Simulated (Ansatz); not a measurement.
Basis-set extrapolation for Al2FH3OS, SMILES `[OH][Al]([SH])[AlH][F]` (PBE0-D4/def2-TZVP geometry, frozen core, Ansatz 0.2.0). Multiplicity 1, RHF reference.

```
                       def2-TZVPP    def2-QZVPP
                 HF  -1057.710916  -1057.745164
    MP2 correlation     -0.813625     -0.886297
CCSD(T) correlation     -0.879819       not run
```

Energies in hartree. Use E(X) = E(∞) + A·exp(−7.88·√X) for Hartree–Fock and E(X) = E(∞) + B·X^(−2.97) for correlation, with X = 3 and 4, and add CCSD(T) minus MP2 of the smaller set to the MP2 limit.

**Question.** What is the CCSD(T) energy at the basis-set limit?

**Answer.** HF limit: -1057.745164 + (-0.034248) × 0.13774 = -1057.74988. MP2 limit: -0.886297 + (-0.072672) × 0.74074 = -0.94013. Higher-order term: -0.879819 − (-0.813625) = -0.06619. Total: -1058.75620 hartree, 103.8 kcal/mol below CCSD(T)/def2-TZVPP.
